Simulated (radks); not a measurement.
Values are calculated unless marked as measured or tabulated.
Ionisation of Nd, [Xe] 4f4 6s2, to Nd+, [Xe] 4f4 6s1, under several functionals. Dirac Kohn-Sham, spin-unpolarised, spherical densities, finite nucleus; open shells fill j = l - 1/2 first; a radial shooting solver on a logarithmic mesh with Libxc functionals.

[
 {"functional": "PBE", "E(Nd) (hartree)": "-9629.3831", "Exc (hartree)": "-223.1096", "IE (eV)": "5.793", "-e(HOMO) (eV)": "1.840", "<r> HOMO (bohr)": "1.124", "IE error (eV)": "+0.268"},
 {"functional": "BLYP", "E(Nd) (hartree)": "-9630.1563", "Exc (hartree)": "-223.8848", "IE (eV)": "5.725", "-e(HOMO) (eV)": "1.613", "<r> HOMO (bohr)": "1.127", "IE error (eV)": "+0.200"},
 {"functional": "HCTH/407", "E(Nd) (hartree)": "-9635.1822", "Exc (hartree)": "-229.1791", "IE (eV)": "5.741", "-e(HOMO) (eV)": "2.501", "<r> HOMO (bohr)": "1.092", "IE error (eV)": "+0.216"},
 {"functional": "exchange-only LDA", "E(Nd) (hartree)": "-9616.6251", "Exc (hartree)": "-210.1977", "IE (eV)": "5.156", "-e(HOMO) (eV)": "0.794", "<r> HOMO (bohr)": "1.140", "IE error (eV)": "-0.369"},
 {"functional": "XLYP", "E(Nd) (hartree)": "-9630.8575", "Exc (hartree)": "-224.5935", "IE (eV)": "5.743", "-e(HOMO) (eV)": "1.631", "<r> HOMO (bohr)": "1.127", "IE error (eV)": "+0.218"},
 {"functional": "B86b exchange with PBE correlation", "E(Nd) (hartree)": "-9630.2944", "Exc (hartree)": "-224.0319", "IE (eV)": "5.818", "-e(HOMO) (eV)": "1.851", "<r> HOMO (bohr)": "1.124", "IE error (eV)": "+0.293"},
 {"functional": "exchange-only PBE", "E(Nd) (hartree)": "-9626.0862", "Exc (hartree)": "-219.7571", "IE (eV)": "5.247", "-e(HOMO) (eV)": "0.873", "<r> HOMO (bohr)": "1.141", "IE error (eV)": "-0.278"},
 {"functional": "revPBE", "E(Nd) (hartree)": "-9629.6593", "Exc (hartree)": "-223.3895", "IE (eV)": "5.716", "-e(HOMO) (eV)": "1.818", "<r> HOMO (bohr)": "1.123", "IE error (eV)": "+0.191"},
 {"functional": "AM05", "E(Nd) (hartree)": "-9622.7559", "Exc (hartree)": "-216.4161", "IE (eV)": "5.748", "-e(HOMO) (eV)": "1.889", "<r> HOMO (bohr)": "1.120", "IE error (eV)": "+0.223"}
]

NIST Atomic Spectra Database: 5.525 eV (measured). Closest: revPBE. The Delta-SCF values span 0.66 eV, the total energies 18.56 hartree. The highest occupied level is 4f5/2. Spin polarisation and multiplet splitting are left out, so open shells lie too high by an amount that depends on their filling.

Beside tabulated values, note that spin-unpolarised runs miss the spin-polarisation part of the exchange energy of open shells.
